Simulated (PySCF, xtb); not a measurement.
CH6O2Si2, SMILES O[Si@H]1OC[SiH2]1. Other conformers were not sampled.

Harmonic wavenumbers (cm⁻¹) from GFN2-xTB (xtb) at its own minimum, in rising order: 124, 152, 188, 264, 359, 423, 455, 491, 549, 622, 686, 698, 734, 763, 778, 823, 916, 1001, 1153, 1229, 1480, 2190, 2227, 2273, 2926, 2952, 3662.

Question: What does PySCF 2.14.0 with PBE-D3(BJ)/def2-SVP give at its own minimum? (An estimate is asked for; the answer gives what the named calculation found.)

Answer: 77, 142, 241, 339, 386, 423, 431, 520, 615, 675, 696, 776, 779, 802, 877, 893, 906, 979, 1161, 1203, 1412, 2137, 2155, 2189, 2958, 3011, 3755. Paired by order, the mean absolute difference is 46 cm⁻¹ and the zero-point energies are 43.1 and 43.7 kcal/mol.
